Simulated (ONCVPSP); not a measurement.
**Varying the ONCV potential for Te**

Base potential:

ONCVPSP 4.0.1 input, shortened (lines: element, Z, core and valence counts, functional; n l f; lmax; l rc ep ncon nbas qcut; lloc lpopt rc5 dvloc0; l nproj debl; icmod fcfact rcfact), LDA (Perdew-Zunger), scalar-relativistic:

```
  Te 52.00    6    5        3      upf
    1    0    2.00
    2    0    2.00
    2    1    6.00
    3    0    2.00
    3    1    6.00
    3    2   10.00
    4    0    2.00
    4    1    6.00
    4    2   10.00
    5    0    1.00
    5    1    5.00
    2
    0    1.00    0.00    4    7   10.80
    1    1.15    0.00    4    8   13.00
    2    1.35    0.00    4    9   14.00
    4    5    0.75    3.00
    0    2    0.70
    1    2    2.80
    2    2    0.70
    1    0.65    0.00
```

In the d channel the program set the typed energies aside and used -1.581, 0.250 Ha.

Cutoffs, loose and tight: the cutoffs (Ha) at which the residual kinetic energy of the hardest occupied pseudo-wave falls to 1 and 0.1 mHa per electron. They do not see the model core or the augmentation charge, which bear on the density cutoff. Test errors are all-electron minus pseudo excitation energies from the reference, over the configurations 4s2 4p6 4d10 5s2 5p4; 4s2 4p6 4d10 5s2 5p3; 4s2 4p6 4d10 5s2 5p2; 4s2 4p6 4d10 5s2 5p1. A dash means not determined; rows that change the core or the reference have their own tests.

```csv
change,outcome,"cutoff, loose","cutoff, tight",bound ghosts,GHOST(+) flags above zero,largest test error (meV)
base,"generated, projector energies reset by the program",56 Ha,71 Ha,none,s,-12
p: qcut 14.8,"generated, projector energies reset by the program",64 Ha,76 Ha,none,s,-12
"p: ncon 5, nbas 9","generated, projector energies reset by the program",64 Ha,74 Ha,none,s,-11
functional PBEsol,"generated, projector energies reset by the program",56 Ha,71 Ha,none,s,-12
fully relativistic,"generated, projector energies reset by the program",56 Ha,71 Ha,none,s,+2.8
p: qcut 10.2,"generated, projector energies reset by the program",55 Ha,71 Ha,none,s,-13
"local potential polynomial inside 0.75 bohr (lpopt 5, dvloc0 -2 Ha)","generated, projector energies reset by the program",56 Ha,71 Ha,none,s,-12
s: rc 1.14,"generated, projector energies reset by the program",56 Ha,66 Ha,none,s,-11
```

(1) What comes out with this change to the base: p: rc 1.46?

(2) What comes out with this change to the base: reference 4s2 4p6 4d10 5s2 5p4?

## Answers

(1) outcome: generated, projector energies reset by the program; cutoff, loose: 55 Ha; cutoff, tight: 71 Ha; bound ghosts: none; GHOST(+) flags above zero: s; largest test error (meV): -16.

(2) outcome: generated, projector energies reset by the program; cutoff, loose: 56 Ha; cutoff, tight: 71 Ha; bound ghosts: none; GHOST(+) flags above zero: s; largest test error (meV): -92.
